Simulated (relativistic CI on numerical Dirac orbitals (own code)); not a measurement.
# Spin-allowed bands of a d3 ion in an octahedral site, by hand

Problem. A d3 ion in an octahedral site has a 4A2 ground term and spin-allowed bands at ν1 = 8500 and ν2 = 13948 cm⁻¹ (from a computed ligand-field model). Find Δ and the Racah parameter B, and predict the third band.

Working.
1. The F term splits into A2 (−1.2Δ), T2 (−0.2Δ) and T1 (+0.6Δ), so ν1 = E(T2) − E(A2) = Δ = 8500 cm⁻¹.
2. T1(F) mixes with T1(P), which lies at 15B, through an element 0.4Δ. The two roots, counted from A2, are ν2,3 = ½(15B + 3Δ) ∓ ½√[(15B − Δ)² + 12BΔ].
3. Solving the lower root for B gives B = (2ν1² + ν2² − 3ν1ν2)/(15ν2 − 27ν1) = -16627296/-20280 = 820 cm⁻¹.
4. The sum of the roots is 15B + 3Δ, so ν3 = 15B + 3ν1 − ν2 = 23850 cm⁻¹ (419 nm).

Check. The bands were computed by exact diagonalisation of the d3 shell with B = 820 and Δ = 8500 cm⁻¹, which gives ν3 = 23852 cm⁻¹. C does not enter the terms of highest spin.
